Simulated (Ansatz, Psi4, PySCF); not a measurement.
HCl3Si (SMILES Cl[SiH](Cl)Cl), singlet, at a GFN2-xTB geometry. Base run: MP2/STO-3G (PySCF).

Here is a job for PySCF.
```python
from pyscf import gto, scf, mp

mol = gto.M(
    atom='''
Si    0.02863441   -0.01627765    0.49106656
Cl   -1.24158057   -1.43679456   -0.14881741
Cl   -0.64009829    1.79232122   -0.07685298
Cl    1.85144867   -0.33834186   -0.29276296
H     0.11303141   -0.06425436    1.93843503
''',
    basis='sto-3g',
    verbose=4,
)

mf = scf.RHF(mol)
mf.kernel()

pt = mp.MP2(mf)
pt.kernel()
print('E(MP2) = %.10f' % pt.e_tot)
```

The same geometry, method and basis name were run in Ansatz (a quantum-chemistry and plane-wave program) and Psi4 and PySCF, at each program's defaults and at the settings that a row names. The base is PySCF at its defaults. Differences at the defaults can come from grids, fitting, cores and function types together.

| code and settings | ΔE vs base (µEh) | basis functions | E (Eh) | SCF cycles |
|---|---|---|---|---|
| PySCF, defaults (exact integrals, spherical functions, all electrons correlated) | 0.0 | 37 | -1650.12586 | 8 |
| Psi4, defaults (density fitting with its default set, spherical functions, all electrons correlated) | [?] | 37 | [?] | 9 |
| Ansatz, defaults (factorised integrals, spherical functions, frozen core) | 4183 | 37 | -1650.12168 | - |
| PySCF, frozen core | 4176 | 37 | -1650.12169 | 8 |
| Psi4, exact integrals, spherical functions, frozen core | 4176 | 37 | -1650.12169 | 9 |
| Ansatz, high accuracy, frozen core | 4176 | 37 | -1650.12169 | - |

Problem. Fill in the missing entries.

Solution. 
- Psi4, defaults (density fitting with its default set, spherical functions, all electrons correlated), ΔE vs base (µEh): -957
- Psi4, defaults (density fitting with its default set, spherical functions, all electrons correlated), E (Eh): -1650.12682
